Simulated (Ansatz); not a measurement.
A nudged elastic band was laid between two geometries of C$_{2}$H$_{7}$N$_{2}$OSb (13 atoms, charge 0, multiplicity 1).

The calculation used Ansatz, RKS PBE-D4/def2-SVP.

```json
{
  "movable images": "7",
  "climbing image": "yes",
  "spring": "5.0 eV/Å²",
  "optimiser": "quadratic models (default)",
  "start path": "IDPP",
  "force threshold": "0.05 eV/Å",
  "iteration limit": "48",
  "end points": "relaxed"
}
```

First end point:

```xyz
13
Properties=species:S:1:pos:R:3
N -1.696 -0.849 -0.988
Sb -1.281 1.075 -0.221
C 0.909 0.188 0.154
N 0.818 -1.212 0.343
C 1.365 1.004 1.307
O 1.889 2.104 1.245
H -2.607 -1.178 -0.640
H -1.761 -0.843 -2.015
H -0.786 1.698 -1.766
H 1.410 0.488 -0.787
H 0.046 -1.588 -0.251
H 0.578 -1.433 1.321
H 1.138 0.513 2.313
```

Last end point:

```xyz
13
Properties=species:S:1:pos:R:3
N -2.180 -0.090 -1.210
Sb -1.090 1.319 -0.125
C 0.777 -0.007 0.207
N 0.559 -1.398 0.499
C 1.584 0.735 1.219
O 1.679 1.956 1.241
H -2.620 -0.790 -0.600
H -1.645 -0.589 -1.933
H -0.452 2.002 -1.588
H 1.282 0.109 -0.776
H 0.039 -1.851 -0.262
H -0.010 -1.519 1.347
H 2.097 0.088 1.997
```

Which bonds break or form, and what moves?

No bond is made or broken. The height of N1 over the plane of its neighbours goes from 0.41 to -0.37 Å.

What energy profile does the band end with?

The forces met the threshold. The highest image is number 6 of 0 to 8, 17.6 kJ/mol above the first end and 0.4 kJ/mol above the last; the last end lies 17.1 kJ/mol above the first. The top lies less than 8 meV above the higher end, about what the thresholds resolve: that end is a shoulder or a very shallow well. A vibrational analysis at the climbing image gives one clearly imaginary mode, 83i cm⁻¹: a first-order saddle point.

```csv
image,path coordinate (Å),energy (kJ/mol),height of N1 over the plane of its neighbours (Å)
0,0.00,0.0,0.41
1,0.23,0.2,0.41
2,0.47,5.7,0.24
3,0.70,15.2,-0.02
4,0.93,16.6,-0.27
5,1.17,17.2,-0.32
6,1.40,17.6,-0.33
7,1.68,17.4,-0.35
8,1.96,17.1,-0.37
```

What is the geometry of the highest image?


```xyz
13
Properties=species:S:1:pos:R:3
N -2.136 -0.214 -1.194
Sb -1.145 1.272 -0.131
C 0.819 0.040 0.175
N 0.607 -1.358 0.423
C 1.541 0.778 1.245
O 1.870 1.954 1.177
H -2.562 -0.931 -0.596
H -1.604 -0.675 -1.942
H -0.550 1.977 -1.600
H 1.316 0.214 -0.801
H -0.043 -1.751 -0.271
H 0.173 -1.510 1.343
H 1.736 0.169 2.186
```

Time of the run: 13 min on 2 threads of Arm Neoverse N1 (shared host), peak memory 0.18 GiB.
